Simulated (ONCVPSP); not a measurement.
## Potentials for Hf compared

Generated with ld1.x 7.5 (TM, RRKJ, ultrasoft, PAW), atompaw 4.2 or ONCVPSP 4.0.1. The cutoff is in Ry: for ld1.x and atompaw files where the sum of valence levels is converged to 10 mRy in a Bessel basis, for ONCV files where the hardest occupied wave has 1 mHa per electron of residual kinetic energy. The error is the largest all-electron minus pseudo excitation energy over each file’s own four to seven test configurations (ionisations up to +4, promotions, holes and added fractions of an electron), all of which were solved. The labels leave out finer settings (local radius, basis sizes, second energies), which also bear on the numbers. Spin-polarised tests are not counted. The rows are a selection from randomly drawn settings: files with unsolved tests, undetermined cutoffs or missed reference levels are left out.

A true bound ghost makes a file unfit for plane-wave use even where its test errors are small: the radial tests pick states by their node count and pass the ghost by.

```csv
potential,cutoff (Ry),largest error (meV),bound ghosts
"ONCV, LDA (Perdew-Zunger), scalar-relativistic, rc 2.45/2.45/2.05 (spd), local smoothed, core correction yes, reference 5d2 6s1, qcut 2.2/3.5/4.4, projectors 2/1/2",22,-239,"s, p"
"ONCV, PBE, non-relativistic, rc 1.90/2.30/2.30 (spd), local smoothed, core correction yes, reference 5s2 5p6 5d2 6s1.5, qcut 8.2/4.7/6.4, projectors 3/2/2",40,-2.0,none
"ONCV, PBE, scalar-relativistic, rc 1.60/2.45/1.60 (spd), local d, core correction yes, reference 5s2 5p6 5d2 6s1 6p1, qcut 8.4/6.8/6.2, projectors 2/3/0",47,+11,none
"ONCV, PBE, fully relativistic, rc 1.60/2.20/2.95/3.05 (spdf), local smoothed, core correction yes, reference 5s2 5p6 5d2.5 6s1.5, qcut 7.1/6.7/6.1/4, projectors 2/1/2/2",40,-57,none
"ONCV, LDA (Perdew-Zunger), scalar-relativistic, rc 1.45/2.05/2.40/1.05 (spdf), local smoothed, core correction yes, reference 4f14 5s2 5p6 5d2, qcut 6.6/6.2/5.3/15.2, projectors 3/2/2/3",217,+117,d
"ONCV, PBE, scalar-relativistic, rc 2.15/1.60/3.10 (spd), local smoothed, core correction yes, reference 5s2 5p6 5d2 6s1.75, qcut 6.6/8.2/4.6, projectors 2/2/2",47,-11,none
"ONCV, LDA (Perdew-Wang 92), scalar-relativistic, rc 1.85/1.70/2.80 (spd), local smoothed, core correction yes, reference 5s2 5p6 5d2 6s1, qcut 6/9.6/5.2, projectors 2/2/2",60,-66,none
```

Q: Fill in the row for Hf: ONCV, PBE, non-relativistic, rc 1.95/1.95/3.10 (spd), local smoothed, core correction no, reference 5s2 5p6 5d2, qcut 6.4/5.9/4.7, projectors 1/3/2.

A: cutoff 32 Ry, largest error +381 meV, bound ghosts: none.
